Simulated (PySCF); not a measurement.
C$_{3}$H$_{9}$Cl$_{2}$GaSi (SMILES C[Si](C)(C)[Ga]([Cl])[Cl]), singlet, at a GFN2-xTB geometry (such geometries of metal compounds can be far from the true shape), with bond 3-1 at 2.4 times its length; CASSCF(2,3)/STO-3G (PySCF).

PySCF was given this input:
```python
from pyscf import gto, scf, mcscf
import numpy

mol = gto.Mole()
mol.atom = '''
    Ga    0.00568453    0.69768318   -0.06781952
    Cl    1.49887905    1.81000167   -1.10956960
    Cl   -3.54799302    3.88387657    1.78558864
    Si   -0.01259891   -1.73407519    0.17964926
    C    -1.84152077   -2.25016476    0.39554746
    C     1.03533707   -2.14796250    1.72934690
    C     0.76154698   -2.45178238   -1.41573794
    H    -1.95231970   -3.31229265    0.59044559
    H    -2.28810635   -1.70721615    1.22531291
    H    -2.41287454   -2.00953662   -0.49824022
    H     0.60543391   -1.67965763    2.61242111
    H     2.04798219   -1.76766889    1.61159942
    H     1.09752744   -3.21636579    1.91277321
    H     1.74021989   -2.00942931   -1.58738261
    H     0.14080947   -2.21956906   -2.27833846
    H     0.88361429   -3.52944422   -1.36890679
'''
mol.basis = 'sto-3g'
mol.verbose = 4
mol.build()

mf = scf.RHF(mol)
mf.kernel()
mc = mcscf.CASSCF(mf, 3, 2)
mc.fix_spin_(ss=0.0)
mc.conv_tol = 1e-5
mc.kernel()
occ = numpy.linalg.eigvalsh(mc.fcisolver.make_rdm1(mc.ci, mc.ncas, mc.nelecas))[::-1]
ss = mc.fcisolver.spin_square(mc.ci, mc.ncas, mc.nelecas)[0]
print('natural occupations', occ.round(4), ' <S^2>', round(ss, 4))
```

Output, abridged:

```
PySCF version 2.14.0

[INPUT] verbose = 4
[INPUT] num. atoms = 16
[INPUT] num. electrons = 106
[INPUT] charge = 0
[INPUT] spin (= nelec alpha-beta = 2S) = 0
[INPUT] symmetry False subgroup None
[INPUT] Mole.unit = angstrom
[INPUT] Symbol           X                Y                Z      unit          X                Y                Z       unit  Magmom
[INPUT]  1 Ga     0.005684530000   0.697683180000  -0.067819520000 AA    0.010742204847   1.318430131916  -0.128160318699 Bohr   0.0
[INPUT]  2 Cl     1.498879050000   1.810001670000  -1.109569600000 AA    2.832470898348   3.420407441305  -2.096782660143 Bohr   0.0
[INPUT]  3 Cl    -3.547993020000   3.883876570000   1.785588640000 AA   -6.704735099668   7.339463018915   3.374273500735 Bohr   0.0
[INPUT]  4 Si    -0.012598910000  -1.734075190000   0.179649260000 AA   -0.023808489368  -3.276927188503   0.339487899881 Bohr   0.0
[INPUT]  5 C     -1.841520770000  -2.250164760000   0.395547460000 AA   -3.479969907998  -4.252195131548   0.747476368667 Bohr   0.0
[INPUT]  6 C      1.035337070000  -2.147962500000   1.729346900000 AA    1.956503508910  -4.059060850836   3.267992015366 Bohr   0.0
[INPUT]  7 C      0.761546980000  -2.451782380000  -1.415737940000 AA    1.439115223190  -4.633197215234  -2.675356970756 Bohr   0.0
[INPUT]  8 H     -1.952319700000  -3.312292650000   0.590445590000 AA   -3.689349540593  -6.259325952910   1.115780456557 Bohr   0.0
[INPUT]  9 H     -2.288106350000  -1.707216150000   1.225312910000 AA   -4.323894345378  -3.226170958934   2.315505816794 Bohr   0.0
[INPUT] 10 H     -2.412874540000  -2.009536620000  -0.498240220000 AA   -4.559672053536  -3.797473849084  -0.941537560043 Bohr   0.0
[INPUT] 11 H      0.605433910000  -1.679657630000   2.612421110000 AA    1.144104276425  -3.174092903736   4.936760419932 Bohr   0.0
[INPUT] 12 H      2.047982190000  -1.767668890000   1.611599420000 AA    3.870125447087  -3.340410081014   3.045481526308 Bohr   0.0
[INPUT] 13 H      1.097527440000  -3.216365790000   1.912773210000 AA    2.074026275795  -6.078050459520   3.614617505305 Bohr   0.0
[INPUT] 14 H      1.740219890000  -2.009429310000  -1.587382610000 AA    3.288538988621  -3.797271062574  -2.999718387797 Bohr   0.0
[INPUT] 15 H      0.140809470000  -2.219569060000  -2.278338460000 AA    0.266091334045  -4.194377637958  -4.305435708463 Bohr   0.0
[INPUT] 16 H      0.883614290000  -3.529444220000  -1.368906790000 AA    1.669789007852  -6.669682947729  -2.586858923157 Bohr   0.0

nuclear repulsion = 720.095332803793
number of shells = 41
number of NR pGTOs = 207
number of NR cGTOs = 69
basis = sto-3g
ecp = {}

******** <class 'pyscf.scf.hf.RHF'> ********
method = RHF
initial guess = minao
damping factor = 0
level_shift factor = 0
DIIS = <class 'pyscf.scf.diis.CDIIS'>
diis_start_cycle = 1
diis_space = 8
diis_damp = 0
SCF conv_tol = 1e-09
SCF conv_tol_grad = None
SCF max_cycles = 50
direct_scf = True
direct_scf_tol = 1e-13
Set gradient conv threshold to 3.16228e-05
Initial guess from minao.
init E= -3209.95333769547
  HOMO = -0.464243902243904  LUMO = -0.339696022373344  gap/eV = 3.38912
cycle= 1 E= -3212.89355686274  delta_E= -2.94  |g|= 0.411  |ddm|= 4.28

WARN: HOMO -0.0263017871190942 == LUMO -0.026229047960955

cycle= 2 E= -3212.53041852602  delta_E= 0.363  |g|= 0.395  |ddm|= 3.38
  HOMO = -0.0639041888421721  LUMO = 0.0220395001514624  gap/eV = 2.33865
cycle= 3 E= -3212.99893370281  delta_E= -0.469  |g|= 0.227  |ddm|= 3.45
  HOMO = -0.140932439645341  LUMO = -0.0365057152354211  gap/eV = 2.84160
cycle= 4 E= -3213.02006309433  delta_E= -0.0211  |g|= 0.0952  |ddm|= 0.327
  HOMO = -0.0820194822945768  LUMO = -0.0406726786013836  gap/eV = 1.12510
cycle= 5 E= -3213.03004996044  delta_E= -0.00999  |g|= 0.0577  |ddm|= 0.392
  HOMO = -0.0805313971115468  LUMO = -0.0377661870241518  gap/eV = 1.16370
cycle= 6 E= -3213.04319542484  delta_E= -0.0131  |g|= 0.0388  |ddm|= 0.55
  HOMO = -0.0978558967889477  LUMO = -0.0295278666771075  gap/eV = 1.85930
cycle= 7 E= -3213.04698438901  delta_E= -0.00379  |g|= 0.0262  |ddm|= 0.224
  HOMO = -0.123738064739291  LUMO = -0.0164904532419393  gap/eV = 2.91836
cycle= 8 E= -3213.04874343832  delta_E= -0.00176  |g|= 0.0136  |ddm|= 0.265
  HOMO = -0.113295327630655  LUMO = -0.0215019589828348  gap/eV = 2.49782
cycle= 9 E= -3213.04907195517  delta_E= -0.000329  |g|= 0.013  |ddm|= 0.0939
  HOMO = -0.107648922578108  LUMO = -0.0210059002498597  gap/eV = 2.35768
cycle= 10 E= -3213.04915992291  delta_E= -8.8e-05  |g|= 0.0265  |ddm|= 0.269
  HOMO = -0.0992327446597766  LUMO = -0.0212424159714525  gap/eV = 2.12222
cycle= 11 E= -3213.04741952804  delta_E= 0.00174  |g|= 0.0534  |ddm|= 0.279
  HOMO = -0.0961774220738029  LUMO = -0.0197866548100796  gap/eV = 2.07870
cycle= 12 E= -3213.04483979381  delta_E= 0.00258  |g|= 0.0739  |ddm|= 0.134
  HOMO = -0.118683117304417  LUMO = -0.0137443616240203  gap/eV = 2.85553
cycle= 13 E= -3213.04806456439  delta_E= -0.00322  |g|= 0.0281  |ddm|= 0.815
  HOMO = -0.120536398582291  LUMO = -0.0129410201912764  gap/eV = 2.92782
cycle= 14 E= -3213.04827153267  delta_E= -0.000207  |g|= 0.0266  |ddm|= 0.0877
  HOMO = -0.118814006880905  LUMO = -0.00963744463591076  gap/eV = 2.97085
cycle= 15 E= -3213.04694525617  delta_E= 0.00133  |g|= 0.048  |ddm|= 0.526
  HOMO = -0.120368128057419  LUMO = -0.0118526951832644  gap/eV = 2.95286
cycle= 16 E= -3213.04807070474  delta_E= -0.00113  |g|= 0.0323  |ddm|= 0.359
  HOMO = -0.124733172044362  LUMO = -0.0140676696189284  gap/eV = 3.01136
cycle= 17 E= -3213.04937285476  delta_E= -0.0013  |g|= 0.0132  |ddm|= 0.133
  HOMO = -0.129345645532202  LUMO = -0.0160742400635095  gap/eV = 3.08227
cycle= 18 E= -3213.04992173776  delta_E= -0.000549  |g|= 0.00375  |ddm|= 0.222
  HOMO = -0.121769810724063  LUMO = -0.0116400603935354  gap/eV = 2.99678
cycle= 19 E= -3213.04882353807  delta_E= 0.0011  |g|= 0.0351  |ddm|= 0.493
  HOMO = -0.133884331320987  LUMO = -0.0183025900835884  gap/eV = 3.14514
cycle= 20 E= -3213.04980527088  delta_E= -0.000982  |g|= 0.0176  |ddm|= 0.344
  HOMO = -0.131385827272596  LUMO = -0.0169522837358564  gap/eV = 3.11390
cycle= 21 E= -3213.05050945712  delta_E= -0.000704  |g|= 0.0075  |ddm|= 0.28
  HOMO = -0.12515700382494  LUMO = -0.0109804651329252  gap/eV = 3.10690
cycle= 22 E= -3213.0493653549  delta_E= 0.00114  |g|= 0.0317  |ddm|= 0.335
  HOMO = -0.12984844095383  LUMO = -0.014989530683112  gap/eV = 3.12547
cycle= 23 E= -3213.05071852792  delta_E= -0.00135  |g|= 0.00431  |ddm|= 0.152
  HOMO = -0.129014315097576  LUMO = -0.0143253889280229  gap/eV = 3.12084
cycle= 24 E= -3213.05065134649  delta_E= 6.72e-05  |g|= 0.00903  |ddm|= 0.0642
  HOMO = -0.131087619354769  LUMO = -0.0158952566917566  gap/eV = 3.13454
cycle= 25 E= -3213.05079278671  delta_E= -0.000141  |g|= 0.00161  |ddm|= 0.0791
  HOMO = -0.13108200865231  LUMO = -0.0161222729469468  gap/eV = 3.12821
cycle= 26 E= -3213.05080081968  delta_E= -8.03e-06  |g|= 0.00238  |ddm|= 0.038
  HOMO = -0.130378677474923  LUMO = -0.0158173390104976  gap/eV = 3.11737
cycle= 27 E= -3213.05082277638  delta_E= -2.2e-05  |g|= 0.000624  |ddm|= 0.0504
  HOMO = -0.130795449795421  LUMO = -0.016062308846994  gap/eV = 3.12205
cycle= 28 E= -3213.05082323978  delta_E= -4.63e-07  |g|= 0.00143  |ddm|= 0.0184
  HOMO = -0.130637913016391  LUMO = -0.0158921298931408  gap/eV = 3.12239
cycle= 29 E= -3213.05082624743  delta_E= -3.01e-06  |g|= 0.000587  |ddm|= 0.00605
  HOMO = -0.130677284745659  LUMO = -0.0157048740127906  gap/eV = 3.12856
cycle= 30 E= -3213.05082909556  delta_E= -2.85e-06  |g|= 0.000414  |ddm|= 0.0123
  HOMO = -0.130852177238939  LUMO = -0.0157641891993201  gap/eV = 3.13170
cycle= 31 E= -3213.05083767194  delta_E= -8.58e-06  |g|= 0.000384  |ddm|= 0.0484
  HOMO = -0.130716933830138  LUMO = -0.0157110413745324  gap/eV = 3.12947
cycle= 32 E= -3213.05084289971  delta_E= -5.23e-06  |g|= 0.000275  |ddm|= 0.0505
  HOMO = -0.130858992402233  LUMO = -0.0158372748428878  gap/eV = 3.12990
cycle= 33 E= -3213.05084358714  delta_E= -6.87e-07  |g|= 0.000504  |ddm|= 0.0192
  HOMO = -0.130747665513021  LUMO = -0.0157580662727278  gap/eV = 3.12903
cycle= 34 E= -3213.05084440274  delta_E= -8.16e-07  |g|= 4.37e-05  |ddm|= 0.0197
  HOMO = -0.130828909282297  LUMO = -0.0158115172498122  gap/eV = 3.12978
cycle= 35 E= -3213.05084414234  delta_E= 2.6e-07  |g|= 0.000347  |ddm|= 0.00699
  HOMO = -0.130737419242032  LUMO = -0.0157487328651933  gap/eV = 3.12900
cycle= 36 E= -3213.05084441923  delta_E= -2.77e-07  |g|= 7.54e-05  |ddm|= 0.0123
  HOMO = -0.130749646761196  LUMO = -0.015757166529329  gap/eV = 3.12910
cycle= 37 E= -3213.05084442794  delta_E= -8.71e-09  |g|= 1.8e-05  |ddm|= 0.000455
  HOMO = -0.130757992693946  LUMO = -0.0157625607130889  gap/eV = 3.12919
cycle= 38 E= -3213.05084442798  delta_E= -3.46e-11  |g|= 2.15e-05  |ddm|= 0.000264
  HOMO = -0.130743283710649  LUMO = -0.0157634318523292  gap/eV = 3.12876
Extra cycle  E= -3213.05084442781  delta_E= 1.67e-10  |g|= 3.06e-05  |ddm|= 0.000249
converged SCF energy = -3213.05084442781

******** <class 'pyscf.mcscf.mc1step.CASSCF'> ********
CAS (1e+1e, 3o), ncore = 52, nvir = 14
max_cycle_macro = 50
max_cycle_micro = 4
conv_tol = 1e-05
conv_tol_grad = None
orbital rotation max_stepsize = 0.02
orbital rotation threshold for CI restart = 0.01
augmented hessian ah_max_cycle = 30
augmented hessian ah_conv_tol = 1e-12
augmented hessian ah_linear dependence = 1e-14
augmented hessian ah_level shift = 1e-08
augmented hessian ah_start_tol = 2.5
augmented hessian ah_start_cycle = 3
augmented hessian ah_grad_trust_region = 3
kf_trust_region = 3
kf_interval = 4
ci_response_space = 4
ci_grad_trust_region = 3
with_dep4 0
natorb = False
canonicalization = True
sorting_mo_energy = False
ao2mo_level = 2
internal_rotation = False
******** <class 'pyscf.fci.addons.SpinPenaltyFCISolver'> ********
max. cycles = 50
conv_tol = 1e-08
davidson only = True
linear dependence = 1e-12
level shift = 0.001
max iter space = 12
nroots = 1
pspace_size = 400
spin = None
CASCI E = -3213.15501179841  S^2 = 0.0000000
Set conv_tol_grad to 0.00316228
macro iter   1 ( 21 JK    4 micro), CASSCF E = -3213.20237828423  dE = -4.73664858e-02  S^2 = 0.0000000
               |grad[o]|=0.131  |grad[c]|=0.0177  |ddm|=0.0159  |maxRot[o]|=0.271
macro iter   2 ( 21 JK    4 micro), CASSCF E = -3213.25693824378  dE = -5.45599595e-02  S^2 = 0.0000000
               |grad[o]|=0.109  |grad[c]|=0.0353  |ddm|=0.0112  |maxRot[o]|=0.268
macro iter   3 ( 21 JK    4 micro), CASSCF E = -3213.26721891428  dE = -1.02806705e-02  S^2 = 0.0000000
               |grad[o]|=0.0828  |grad[c]|=0.00934  |ddm|=0.00268  |maxRot[o]|=0.195
macro iter   4 ( 21 JK    4 micro), CASSCF E = -3213.27118388375  dE = -3.96496947e-03  S^2 = 0.0000000
               |grad[o]|=0.0562  |grad[c]|=0.00315  |ddm|=0.000276  |maxRot[o]|=0.313
macro iter   5 ( 21 JK    4 micro), CASSCF E = -3213.27363560759  dE = -2.45172384e-03  S^2 = 0.0000000
               |grad[o]|=0.0409  |grad[c]|=0.0021  |ddm|=0.000705  |maxRot[o]|=0.312
macro iter   6 ( 14 JK    3 micro), CASSCF E = -3213.27489614396  dE = -1.26053638e-03  S^2 = 0.0000000
               |grad[o]|=0.0258  |grad[c]|=0.00125  |ddm|=0.00199  |maxRot[o]|=0.106
macro iter   7 (  3 JK    1 micro), CASSCF E = -3213.27489695708  dE = -8.13114184e-07  S^2 = 0.0000000
               |grad[o]|=0.00082  |grad[c]|=1.36e-05  |ddm|=3.74e-06  |maxRot[o]|= 0.02
macro iter   8 (  1 JK    1 micro), CASSCF E = -3213.27489695708  dE =  0.00000000e+00  S^2 = 0.0000000
               |grad[o]|=0.000206  |grad[c]|=4.27e-07  |ddm|=    0  |maxRot[o]|=    0
1-step CASSCF converged in   8 macro (123 JK  25 micro) steps
CASSCF canonicalization
Density matrix diagonal elements [1.00063941e+00 9.99359553e-01 1.04048311e-06]
CASSCF energy = -3213.27489695708
CASCI E = -3213.27489695708  E(CI) = -1.66851031525448  S^2 = 0.0000000
natural occupations [1.0008 0.9992 0.    ]  <S^2> 0.0
```
